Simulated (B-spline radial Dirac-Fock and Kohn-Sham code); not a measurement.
**Subshell cross sections of Ti⁴⁺, photon energy 136 eV**

System: the Ti⁴⁺ ion in the configuration [Ne] 3s2 3p6.

Calculated with an atomic code on a B-spline grid, using the independent-particle Dirac-Slater model, thresholds from Dirac-Fock. The asymmetry parameter β is from the dipole term alone. Kinetic energies are from the vacuum level.

| subshell | electrons | binding (eV) | kinetic (eV) | σ (kb) | β |
| --- | --- | --- | --- | --- | --- |
| 3s | 2 | 129.5 | 6.49 | 382 | 2.00 |
| 3p1/2 | 2 | 98.78 | 37.22 | 453 | 1.14 |
| 3p3/2 | 4 | 98.05 | 37.95 | 928 | 1.14 |

Branching ratios of the spin-orbit partners (statistical value in brackets): 3p 2.05 (2.00).

At such low photon energies correlation between channels can change these cross sections by tens of per cent.

Run: 1.2 s of CPU time on 1 thread of Intel(R) Xeon(R) 6975P-C (shared host), peak memory 0.31 GiB.
